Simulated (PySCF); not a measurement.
Estimate the missing entries of this data sheet.

C8H9N.
InChI=1S/C8H9N/c1-7(2)8-5-3-4-6-9-8/h3-6H,1H2,2H3

Conformer (atom-mapped SMILES and torsion angles): `[CH2:1]=[C:2]([CH3:3])[c:4]1[cH:5][cH:6][cH:7][cH:8][n:9]1`: C1–C2–C4–C5 5°.

| property | level | value |
| --- | --- | --- |
| rotational constants A, B, C of the GFN2-xTB geometry | GFN2-xTB | ? |
| dipole moment | PBE0/pcSseg-1 | 1.74 D |
| HOMO energy | PBE0/pcSseg-1 | -6.78 eV |
| LUMO energy | PBE0/pcSseg-1 | ? |
| 13C chemical shifts (computed TMS as zero) by class | GIAO PBE0/pcSseg-1 | 161.4 (1 C), 154.7 (1 C), 153.6 (1 C), 141.4 (1 C), 126.7 (1 C), 123.1 (1 C), 118.7 (1 C), 25.3 (1 C) ppm |
| 1H chemical shifts (computed TMS as zero) by class | GIAO PBE0/pcSseg-1 | ? |
| isotropic shieldings of nuclei other than C and H, by class | GIAO PBE0/pcSseg-1 | -85 (1 N) ppm |

The electronic properties come from PySCF, for the isolated species, density fitting. NMR classes are plain means over equivalent atoms (diastereotopic ones count apart unless rotation or inversion swaps them), as if these changed places fast; in this geometry the members of some classes differ.

(1) The rotational constants A, B, C of the GFN2-xTB geometry?

(2) What is the LUMO energy?

(3) The 1H chemical shifts (computed TMS as zero) by class?

Results:

(1) 3.700, 1.291, 0.964 GHz.

(2) -1.23 eV.

(3) 8.93 (1 H), 8.08 (1 H), 7.91 (1 H), 7.25 (1 H), 6.18 (1 H), 5.80 (1 H), 2.41 (3 H) ppm.

The rotational constants make it an asymmetric top with κ = (2B − A − C)/(A − C) = -0.76, nearer the prolate limit (−1). With B = h/(8π²I), that is 505.379 GHz u Å² over I, the principal moments of inertia are 136.6, 391.3 and 524.5 u Å² (most abundant isotopes); the inertial defect Ic − Ia − Ib is -3.4 u Å² (zero for a rigid planar frame, negative otherwise). The dipole matches unit charges of opposite sign 0.36 Å apart (1 e·Å = 4.8032 D).

One conformer stands for the species.
